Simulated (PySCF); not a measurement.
trans-PtH(PF3)2F (singlet state).
Bonds: Pt1–P3, Pt1–F7, Pt1–P8, P3–F4, P3–F5, P3–F6, P8–F9, P8–F10, P8–F11. Hydrogens: H2 on Pt1.

Computed with PySCF, PBE0-D3(BJ)/def2-SVP geometry optimisation, gas phase, def2 core potentials past Kr.

(1) What internal coordinates does the optimisation give?

Results:

(1) 
| bond | length (bohr) |
| --- | --- |
| Pt1–H2 | 2.890 |
| Pt1–P3 | 4.299 |
| Pt1–F7 | 4.271 |
| Pt1–P8 | 4.198 |
| P3–F4 and 4 like bonds | 2.975 |
| P3–F5 | 3.037 |

Bonds in one row agree within 0.02 bohr and their mean is given. A selection of angles:
| angle | degrees |
| --- | --- |
| H2–Pt1–P3 | 105.9 |
| H2–Pt1–F7 | 153.0 |
| H2–Pt1–P8 | 84.9 |
| P3–Pt1–F7 | 47.1 |
| P3–Pt1–P8 | 169.1 |
| F7–Pt1–P8 | 122.0 |
| Pt1–P3–F4 | 121.9 |
| Pt1–P3–F5 | 112.0 |
| Pt1–P3–F6 | 122.9 |
| F4–P3–F5 | 93.7 |
| F4–P3–F6 | 105.3 |
| Pt1–P8–F9 | 119.1 |
| Pt1–P8–F10 | 118.3 |
| F9–P8–F10 | 99.3 |

Dihedral angles: F7–Pt1–P3–F4 -71° (synclinal). The mirror-image conformer, all signs reversed, is as good.

The 2 P–Pt bonds span 2.221 Å (Pt1–P8) to 2.275 Å (Pt1–P3), a spread of 0.054 Å. The F–P distances run from 1.573 Å (P8–F10) to 1.607 Å (P3–F5), a spread of 0.034 Å. P3 (phosphorus bonded to 3 F and Pt) has angles from 93.6° to 122.9°. Pt1 (platinum bonded to F, 2 P and H) has angles from 47.1° to 169.1°.

Point group: C1 (no symmetry element, even within 0.4 Å). No PBE0-D3(BJ)/def2-SVP frequencies stand behind this structure, so it isn't proved a minimum.
